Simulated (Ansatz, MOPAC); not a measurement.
Dissociation curve of NaC (anion, charge -1), lowest triplet found (which spin is the ground state isn't settled by this scan). Each curve is given relative to its own lowest point between 2.01 and 2.90 Å, where full CI is lowest.

| R / Å | A | B | C |
|---|---|---|---|
| 1.74 | 14.7 | 15.7 | 44.6 |
| 1.89 | 4.2 | 2.8 | 21.6 |
| 2.01 | 0.7 | 0.0 | 10.9 |
| 2.09 | 0.0 | 0.7 | 6.4 |
| 2.22 | 0.5 | 4.6 | 2.1 |
| 2.30 | 1.6 | 8.1 | 0.7 |
| 2.39 | 3.2 | 12.7 | 0.1 |
| 2.44 | 4.2 | 15.4 | 0.0 |
| 2.51 | 5.9 | 19.2 | 0.2 |
| 2.63 | 8.9 | 25.9 | 1.0 |
| 2.74 | 11.9 | 31.7 | 2.1 |
| 2.90 | 16.3 | 39.7 | 4.2 |
| 3.06 | 20.6 | 46.8 | 6.4 |
| 3.26 | 25.4 | 54.2 | 9.2 |
| 3.55 | 30.7 | 62.4 | 12.9 |
| 3.86 | 33.1 | 68.5 | 16.4 |
| 4.27 | 37.8 | 73.3 | 20.1 |
| 4.75 | 38.2 | 76.2 | 23.4 |
| 5.37 | 38.4 | 77.9 | — |
| 6.03 | 38.5 | 78.8 | — |
| 7.00 | 38.1 | 79.5 | — |
| 8.25 | 38.5 | 79.8 | — |

Energies in kcal/mol.

Problem. Which curve belongs to which method? The methods are AM1, unrestricted, heats of formation (MOPAC 23.2.5); full CI/aug-cc-pVDZ, frozen core (Ansatz, an electronic-structure program); PM6, unrestricted, heats of formation (MOPAC).

Solution. A is PM6; B is AM1; C is FCI.

Dashes: no converged value, or the column stops at the first point that the program doubted or that broke a chosen test of continuity, which isn't proof of a fault.

Where the anion isn't bound against loss of the electron, the finite basis alone holds it. Also computed but left out beside FCI, since their determinant holds another spin at the minimum (<S²> over 0.7 above the pure value): UHF, UMP2, UCCSD, UCCSD(T), UCCSDT, UCCSDT(Q), UKS-B3LYP, UKS-PBE, UKS-B3LYP/6-31G*, UHF/6-31G*, UKS-M06-2X/6-31G*, UKS-BP86/6-31G*.
